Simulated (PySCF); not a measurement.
Input file for PySCF: R-HF/3-21G on CH4O (SMILES CO), a point of a torsion scan.

```python
from pyscf import gto, scf, dft, mp
from pyscf.data.elements import chemcore

mol = gto.M(
    atom='''
    C    -0.37414519   -0.02837082    0.00760827
    O     0.92341673   -0.43928157   -0.36002079
    H    -0.54243774   -0.10191564    1.08414646
    H    -1.13004375   -0.63970525   -0.50039815
    H    -0.49082968    1.00749791   -0.30797387
    H     1.23319988   -1.11059363    0.25426439
    ''',
    basis='3-21g',
    charge=0, spin=0, verbose=3, max_memory=1800)
mf = scf.RHF(mol)
mf.conv_tol = 1e-8
mf.max_cycle = 100
mf.kernel()
if not mf.converged:
    mf = mf.newton().run(mf.mo_coeff, mf.mo_occ)
```

Program output:

```
converged SCF energy = -114.395640408134
```

The calculation finished and met its thresholds.

Cost: roughly 0.12 core-seconds.
